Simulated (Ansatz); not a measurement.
CH5BrOSi can be A, `C[SiH](O)Br`, or B, `OC[SiH2]Br`.

Gas-phase electronic energies from Ansatz, PBE0-D4/def2-TZVP geometries. CBS: MP2 limit from def2 TZ/QZ plus the TZ coupled-cluster correction, frozen cores. DFT in def2-TZVPP. B3LYP here is the variant with VWN-RPA as its local correlation; programs differ in this. For Br outer-core shells are correlated without core-valence functions, which leaves a few kJ/mol of doubt a bond. Scalar relativity is left out up to krypton. Each species was taken in one conformer, which may not be the lowest.

(1) Which isomer does CCSD(T)/CBS put lower? Give the gap. (Best estimate.)

(2) Give E(B) − E(A) in kJ/mol with LDA (SPW92), B3LYP-D4, MP2/def2-TZVPP, CCSD/def2-TZVPP, CCSD(T)/def2-SVP, B2PLYP, PBE0-D4. (Best estimate.)

(3) Does the order hold for the free energy at 298.15 K (harmonic terms from PBE0-D4)? (An estimate is asked.)

Largest T1 diagnostic: 0.009.

Results:

(1) The calculation gave: A, by 220.9 kJ/mol.

(2) Ansatz gave: LDA (SPW92) 206.1, B3LYP-D4 214.3, MP2/def2-TZVPP 228.3, CCSD/def2-TZVPP 219.4, CCSD(T)/def2-SVP 193.2, B2PLYP 220.1, PBE0-D4 211.2. None reverses the order clearly.

(3) Ansatz gave: Yes: G(B) − G(A) = +219.6 kJ/mol, for one conformer each.

From BLYP to BHLYP (50 % exact exchange), in def2-TZVPP and without D4, E(B) − E(A) moves by +13.2 kJ/mol. At CCSD(T), def2-SVP lies −27.8 kJ/mol from the extrapolated value and def2-TZVPP −2.8 kJ/mol.
